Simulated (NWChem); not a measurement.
Program: NWChem. System: CHO$_{2}$, charge 0, spin multiplicity 2, at a geometry optimised with UPBE0/def2-SVP. The structure started from a generated list of species. Its SCF solution wasn't tested for a lower state. Level: UCCSD(T)/cc-pVDZ, 3 core orbitals frozen.

Part of the output:

```
             Northwest Computational Chemistry Package (NWChem) 7.3.0
             --------------------------------------------------------

                                NWChem Input Module
                                -------------------

 Scaling coordinates for geometry "geometry" by  1.889725989
 (inverse scale =  0.529177249)

 Turning off AUTOSYM since
 SYMMETRY directive was detected!

                             Geometry "geometry" -> ""
                             -------------------------

 Output coordinates in angstroms (scale by  1.889725989 to convert to a.u.)

  No.       Tag          Charge          X              Y              Z
 ---- ---------------- ---------- -------------- -------------- --------------
    1 O                    8.0000    -0.94527500     0.68076400     0.00000000
    2 C                    6.0000    -0.30550600    -0.31327400     0.00000000
    3 O                    8.0000     0.99442800    -0.49295200     0.00000000
    4 H                    1.0000     1.43981600     0.37715200     0.00000000

 Effective nuclear repulsion energy (a.u.)      63.5645329945

            Nuclear Dipole moment (a.u.)
            ----------------------------
        X                 Y               Z
 ---------------- ---------------- ----------------
     0.0000075589     0.0000075589     0.0000000000

      Symmetry information
      --------------------

 Group name             Cs
 Group number              2
 Group order               2
 No. of unique centers     4

      Symmetry unique atoms

     1    2    3    4


 Summary of "ao basis" -> "" (spherical)
 ------------------------------------------------------------------------------
       Tag                 Description            Shells   Functions and Types
 ---------------- ------------------------------  ------  ---------------------
 *                          cc-pvdz                   on all atoms

 Summary of "ao basis" -> "ao basis" (spherical)
 ------------------------------------------------------------------------------
       Tag                 Description            Shells   Functions and Types
 ---------------- ------------------------------  ------  ---------------------
 O                          cc-pvdz                  6       14   3s2p1d
 C                          cc-pvdz                  6       14   3s2p1d
 H                          cc-pvdz                  3        5   2s1p

                                 NWChem SCF Module
[...]
         Spin multiplicity : doublet
    Number of AO functions :    47
       Number of AO shells :    21
        Use of symmetry is : on
      Symmetry adaption is : on
         Schwarz screening : 0.10D-09

          Correlation Information
          -----------------------
          Calculation type : Coupled-cluster singles & doubles w/ perturbation
   Perturbative correction : (T)
            Max iterations :      100
        Residual threshold : 0.10D-05
     T(0) DIIS level shift : 0.00D+00
     L(0) DIIS level shift : 0.00D+00
     T(1) DIIS level shift : 0.00D+00
     L(1) DIIS level shift : 0.00D+00
     T(R) DIIS level shift : 0.00D+00
     T(I) DIIS level shift : 0.00D+00
   CC-T/L Amplitude update :  5-th order DIIS
                I/O scheme : Global Array Library
        L-threshold :  0.10D-05
        EOM-threshold :  0.10D-05
 no EOMCCSD initial starts read in
 TCE RESTART OPTIONS
 SLICE:      F
 D4D5:       F
 quantumc:   F
 qrotation:  F
 pwtce:      F
 qducc:      F
 nacto:                         0
 nrotv:                         0
 nrot:                          0

            Memory Information
            ------------------
          Available GA space size is     249032382 doubles
          Available MA space size is     104854788 doubles

 Maximum block size supplied by input
 Maximum block size        24 doubles

 tile_dim =     24

 -------------------------------------------------
   1    alpha     a'     7 doubles       0       1
   2    alpha     a"     2 doubles       7       2
   3    beta      a'     6 doubles       9       3
   4    beta      a"     2 doubles      15       4
   5    alpha     a'    24 doubles      17       5
   6    alpha     a"    11 doubles      41       6
   7    beta      a'    12 doubles      52       7
   8    beta      a'    13 doubles      64       8
   9    beta      a"    11 doubles      77       9

 Global array virtual files algorithm will be used

 Parallel file system coherency ......... OK


 half-transformed integrals in memory

 2-e (intermediate) file size =         9905156
 2-e (intermediate) file name = ./mol.v2i

 2-e integrals stored in memory



CCSD iterations
 ---------------------------------------------------------
 Iter          Residuum       Correlation     Cpu    Wall
 ---------------------------------------------------------
    1   0.1826830402955  -0.4732760445858     0.1     0.1
    2   0.0481035736203  -0.4720317908641     0.1     0.1
    3   0.0184137672297  -0.4813099598311     0.1     0.1
    4   0.0097474655735  -0.4822041614242     0.1     0.1
    5   0.0052452428889  -0.4833077850831     0.1     0.1
    6   0.0026520310436  -0.4838278642691     0.1     0.1
    7   0.0017636509725  -0.4839589906081     0.1     0.1
    8   0.0011843192430  -0.4839976647492     0.1     0.1
    9   0.0008867176814  -0.4840051134172     0.1     0.1
   10   0.0006394776823  -0.4840268956689     0.1     0.1
   11   0.0001107255240  -0.4840719422396     0.1     0.1
   12   0.0000604027610  -0.4840741594197     0.1     0.1
   13   0.0000409738888  -0.4840758248078     0.1     0.1
   14   0.0000284810361  -0.4840757942166     0.1     0.1
   15   0.0000201154164  -0.4840758153793     0.1     0.1
   16   0.0000040854256  -0.4840753609152     0.1     0.1
   17   0.0000026420052  -0.4840756289426     0.1     0.1
   18   0.0000016904655  -0.4840756642966     0.1     0.1
   19   0.0000012653153  -0.4840756784956     0.1     0.1
   20   0.0000008990420  -0.4840757031950     0.1     0.1
 -----------------------------------------------------------------
 Iterations converged
 CCSD correlation energy / hartree =        -0.484075703195037
 CCSD total energy / hartree       =      -188.631952039480751

 Singles contributions

 Doubles contributions
 CCSD(T)
 Using plain CCSD(T) code
             total no. of tasks           91
 total no. of tasks / no. procs           91
                         wl_min        10648           4.7
                         wl_max      4741632          13.0
        thresh for no. of tasks           91

 CCSD[T]  correction energy / hartree =        -0.017364235469617
 CCSD[T] correlation energy / hartree =        -0.501439938664654
 CCSD[T] total energy / hartree       =      -188.649316274950365
 CCSD(T)  correction energy / hartree =        -0.015305212710215
 CCSD(T) correlation energy / hartree =        -0.499380915905252
 CCSD(T) total energy / hartree       =      -188.647257252190968

 Task  times  cpu:        8.6s     wall:        8.6s

 Total times  cpu:        8.7s     wall:        8.7s
```

Q: Write an NWChem input that would produce this output.

A: One answer among several that fit: 
```
start mol
memory heap 100 mb stack 700 mb global 1900 mb
geometry units angstroms nocenter noautoz
  O     -0.945275     0.680764     0.000000
  C     -0.305506    -0.313274     0.000000
  O      0.994428    -0.492952     0.000000
  H      1.439816     0.377152     0.000000
  symmetry group Cs
end
basis spherical
  * library cc-pvdz
end
scf
  uhf
  nopen 1
  maxiter 100
  thresh 1e-7
  semidirect memsize 60000000 filesize 0
  # guess.movecs holds the orbitals of an unrestricted PBE0 run
  vectors input guess.movecs output mol.movecs
end
tce
  freeze core 3
  ccsd(t)
  thresh 1e-6
  maxiter 100
  tilesize 24
end
task tce energy
```
